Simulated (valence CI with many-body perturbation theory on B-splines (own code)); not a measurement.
**Ni VIII: one-electron terms**

Level of theory: configuration interaction combined with many-body perturbation theory (CI+MBPT): three valence electrons over a frozen Dirac-Fock core [Ar], radial functions for each j: 9 s, 9 p, 10 d, 8 f, 5 g, 3 h, 1 i, with the one-electron correlation potential Σ1 (screened to all orders), the two-electron term Σ2, the three-electron term Σ3, Breit, model QED; selected single and double excitations, second order for the rest, scaled by the run's own slope (own B-spline code, finite nucleus).

Set against measurement, 6 paired levels are off by 360 cm⁻¹ on average, the worst by 837. These come from a selection out of Corliss and Sugar, J. Phys. Chem. Ref. Data 10, 197 (1981). Levels without a partner in it may be off by more, other configurations by 1,000 to 8,000 cm⁻¹. The list stops below the first excitations out of the core. Only levels of the ground parity were solved; by the run's estimate the other parity begins above the list, which can be wrong where configurations are misplaced.

These are the spectroscopic orbitals of the CI (the correlating ones are not listed), shaped by the core and the other valence electrons. h is the expectation value of the core's Dirac-Fock operator, without the valence repulsion; Σ1 is computed up to l = 3 at one energy for each symmetry, that of its lowest orbital but kept below the first core excitation, so for empty shells it is not the orbital's own correlation shift; Breit and QED include the response of the core.

```csv
Orbital,h (hartree),Σ1 (cm⁻¹),Breit (cm⁻¹),QED (cm⁻¹),⟨r⟩ (bohr)
4s1/2,-5.1155,-6393,142,109,1.641
5s1/2,-2.8827,-2009,60.7,46.2,2.934
6s1/2,-1.855,-922,31.1,23.7,4.605
4p1/2,-4.5964,-5573,207,-12.8,1.750
5p1/2,-2.6523,-1925,93.2,-5.7,3.118
6p1/2,-1.733,-923,49.4,-3.0,4.864
4p3/2,-4.5698,-5473,122,-4.5,1.761
5p3/2,-2.6408,-1903,55.2,-2.0,3.132
6p3/2,-1.7269,-915,29.8,-1.0,4.882
3d3/2,-8.1179,-19695,108,-67.2,0.7223
4d3/2,-3.7542,-4265,35.9,-10.4,1.980
5d3/2,-2.2793,-1811,18.3,-4.8,3.500
3d5/2,-8.1027,-19553,-125,-56.9,0.7243
4d5/2,-3.7503,-4252,-5.9,-8.4,1.983
5d5/2,-2.2775,-1806,-1.7,-3.9,3.503
4f5/2,-3.1056,-3708,-7.5,-1.6,2.128
5f5/2,-1.9903,-1974,-5.0,-1.1,3.767
4f7/2,-3.1055,-3679,-11.8,-1.4,2.128
5f7/2,-1.9902,-1955,-7.9,-1.0,3.767
5g7/2,-1.923,,-0.2,-0.1,3.429
5g9/2,-1.9229,,-0.3,0.0,3.429
```

Among the shells of the start configuration 3d3, Σ1 is largest in size for 3d3/2, where it is 1.1 % of h.

Lowest root of each symmetry, sizes in configuration state functions:

| J | Parity | Roots | Reference | Variational | Second order | Change by selected CI (cm⁻¹) | Change by second order (cm⁻¹) |
| --- | --- | --- | --- | --- | --- | --- | --- |
| 1/2 | even | 3 | 43 | 4659 | 19815 | -4638 | -3 |
| 3/2 | even | 6 | 71 | 8166 | 48499 | -3314 | -2 |
| 5/2 | even | 6 | 79 | 9638 | 56752 | -3306 | -2 |
| 7/2 | even | 4 | 66 | 9337 | 49458 | -3303 | -2 |
| 9/2 | even | 4 | 49 | 8317 | 38245 | -3310 | -2 |
| 11/2 | even | 1 | 25 | 5064 | 25165 | -5036 | -5 |
